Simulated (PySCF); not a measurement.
CH8O3Si2, SMILES O[Si@@H]([SiH2]O)OC.

The structure is a stationary point at PBE0-D3(BJ)/def2-SVP. The structure was generated by enumeration; whether it is a known compound was not checked. Other conformers were not sampled.

These are TDA-PBE/def2-SVPD in PySCF 2.14.0 values and carry that method's errors.

Vertical excitations. Gas-phase values at a fixed geometry.

```csv
state,energy (eV),λ (nm),f,main pairs
S1,5.63,220,0.013,HOMO→LUMO 95 %
S2,5.81,214,0.005,"HOMO−1→LUMO 82 %, HOMO→LUMO+1 16 %"
S3,5.81,213,0.010,"HOMO→LUMO+1 77 %, HOMO−1→LUMO 17 %"
S4,6.01,206,0.006,HOMO−2→LUMO 96 %
S5,6.09,204,0.005,HOMO−1→LUMO+1 95 %
S6,6.32,196,0.036,"HOMO−2→LUMO+1 81 %, HOMO−3→LUMO 13 %"
T1,5.05,245,0,HOMO→LUMO 99 %
T2,5.25,236,0,HOMO→LUMO+1 97 %
```
Triplets are in the Tamm–Dancoff approximation.
